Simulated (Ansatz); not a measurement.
Ansatz results at the PBE0-D4/def2-TZVP geometry: LUMO energy (B3LYP/def2-TZVPP) -1.28 eV; HOMO–LUMO gap (PBE/def2-TZVPP) 3.69 eV; size of the dipole moment (ωB97M-V/def2-TZVPP) 0.64 D.

Each molecule was computed in one conformer, which needn't be the lowest.

Q: Which molecule gave them?
A. `[SiH3][In]([SiH3])[SiH3]`
B. `[OH][In]([OH])[Br]`
C. `C=C[CH2][InH2]`
D. `CC[O][In]([CH3])[Cl]`

A: C. The others give `CC[O][In]([CH3])[Cl]`: -1.51, 4.06, 2.46; `[SiH3][In]([SiH3])[SiH3]`: -2.76, 2.87, 0.23; `[OH][In]([OH])[Br]`: -2.60, 4.06, 1.37.

B3LYP here is the variant with VWN-RPA as its local correlation; programs differ in this.
